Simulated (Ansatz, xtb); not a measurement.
## Two isomers of C5H6O2SSi

Structure a: `O=c1occcc1S[SiH3]`, a singlet. Structure b: `O=C1C=C(S[SiH3])C(=O)C1`, a singlet. Both are isolated molecules in the gas phase, relaxed with B3LYP-D3(BJ)/def2-SVP; the shapes shown needn't be the lowest conformers.

a (Å):

```yaml
atoms:
  - { symbol: C, position_ang: [0.4862, 0.2925, 1.1403] }
  - { symbol: C, position_ang: [1.2706, 1.5149, -0.7672] }
  - { symbol: C, position_ang: [0.1785, 1.2085, -1.5056] }
  - { symbol: C, position_ang: [-0.8402, 0.3967, -0.9154] }
  - { symbol: C, position_ang: [-0.7079, -0.0585, 0.3713] }
  - { symbol: O, position_ang: [0.7130, -0.0494, 2.2806] }
  - { symbol: O, position_ang: [1.4163, 1.0755, 0.4998] }
  - { symbol: S, position_ang: [-1.9478, -1.0613, 1.1245] }
  - { symbol: Si, position_ang: [-1.2721, -1.5177, 3.1594] }
  - { symbol: H, position_ang: [2.1162, 2.1212, -1.0930] }
  - { symbol: H, position_ang: [0.0876, 1.5777, -2.5270] }
  - { symbol: H, position_ang: [-1.7300, 0.1374, -1.4936] }
  - { symbol: H, position_ang: [-0.0880, -2.4058, 3.2409] }
  - { symbol: H, position_ang: [-2.4722, -2.3362, 3.5237] }
  - { symbol: H, position_ang: [-1.2313, -0.3565, 4.0799] }
```

b (Å):

```xyz
15

C    -1.6700    0.3774    1.5170
C    -1.0626    0.9288    0.2850
C     0.1259    0.3231    0.0113
C     0.4185   -0.7062    1.0638
C    -0.7264   -0.7034    2.0532
O    -2.7197    0.7152    2.0142
O     1.4131   -1.3973    1.0793
S     1.1949    0.6337   -1.3222
Si    2.9099   -0.7291   -1.0722
H    -1.5421    1.7180   -0.2948
H     2.5676   -2.1620   -1.2354
H     3.6492   -0.2807   -2.2902
H     3.7435   -0.4303    0.1164
H    -0.3775   -0.4710    3.0722
H    -1.2208   -1.6875    2.0956
```

Quicker runs give these differences E(b) − E(a): GFN2-xTB +12.59 kcal/mol; HF/STO-3G −4.72 kcal/mol (at GFN2-xTB geometries); r2SCAN-D4/def2-SVP +0.48 kcal/mol (at GFN2-xTB geometries).

Task: Which of the two would you expect CCSD(T)/def2-SVP + ΔMP2/def2-TZVPP electronic energies to favour?

Result: Too close to call at this level: CCSD(T)/def2-SVP + ΔMP2/def2-TZVPP gives E(b) − E(a) = −1.28 kcal/mol.

The same difference at several levels:

| level | geometry | E(b) − E(a) (kcal/mol) | departure from the last row (kcal/mol) | job, with rough time for the two |
| --- | --- | --- | --- | --- |
| GFN2-xTB | GFN2-xTB | +12.59 | +13.87 | optimisation, 0.38 s |
| HF/STO-3G | GFN2-xTB | −4.72 | −3.43 | single point, 0.62 s |
| r2SCAN-D4/def2-SVP | GFN2-xTB | +0.48 | +1.77 | single point, 6.1 s |
| B3LYP-D3(BJ)/def2-SVP | B3LYP-D3(BJ)/def2-SVP | +1.27 | +2.55 | optimisation, 65 s |
| HF/def2-SVP | B3LYP-D3(BJ)/def2-SVP | −3.83 | −2.55 | part of the CCSD(T) run |
| MP2/def2-SVP | B3LYP-D3(BJ)/def2-SVP | −1.90 | −0.62 | part of the CCSD(T) run |
| CCSD(T)/def2-SVP | B3LYP-D3(BJ)/def2-SVP | −2.46 | −1.18 | single point |
| CCSD(T)/def2-SVP + ΔMP2/def2-TZVPP | B3LYP-D3(BJ)/def2-SVP | −1.28 |  | single point, 2.7 min |

As drawn, b has 1 C=O, 2 C–C in place of 2 C–O, 1 C=C. Structure a has a 6-membered ring, b a 5-membered ring.

GFN2-xTB, B3LYP-D3(BJ)/def2-SVP put the two in the other order. r2SCAN-D4/def2-SVP finds them nearly level. The largest departure from CCSD(T)/def2-SVP + ΔMP2/def2-TZVPP is that of GFN2-xTB, 13.87 kcal/mol. The last row adds to CCSD(T) the change of the MP2 difference between the two basis sets, here +1.18 kcal/mol.

With thermal terms from frequencies at re-optimised GFN2-xTB minima (ideal gas, soft modes damped towards free rotors, one conformer each, 298.15 K, 1 atm): the zero-point term adds −0.70 kcal/mol; ΔH is −1.70 and ΔG −2.42 kcal/mol.

The correlated steps freeze 17 core orbitals. Codes used: Ansatz 0.2.0, xtb 6.7.1; the last row on 4 threads of Arm Neoverse V2 on a shared host.
